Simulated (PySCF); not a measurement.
## Excitation energy of Ni by level of theory

Ni [Ar] 3d8 4s2 (3F) → Ni [Ar] 3d9 4s1 (3D), as a difference of total energies. Calculation: PySCF 2.14, in aug-cc-pVDZ; no relativity, point nucleus. Correlated levels: valence: [Ar] frozen. The calculations carry no spin-orbit coupling.

```json
{"method": "UHF", "excitation energy (eV)": "1.343"}
{"method": "MP2 (valence)", "excitation energy (eV)": "-0.744"}
{"method": "SCS-MP2 (valence)", "excitation energy (eV)": "-0.351"}
{"method": "CCSD (valence)", "excitation energy (eV)": "0.151"}
{"method": "CCSD(T) (valence)", "excitation energy (eV)": "0.040"}
```

Task: How much does correlation contribute at CCSD(T) (valence)?

Result: 0.040 − (1.343) = -1.303 eV, measured against UHF.
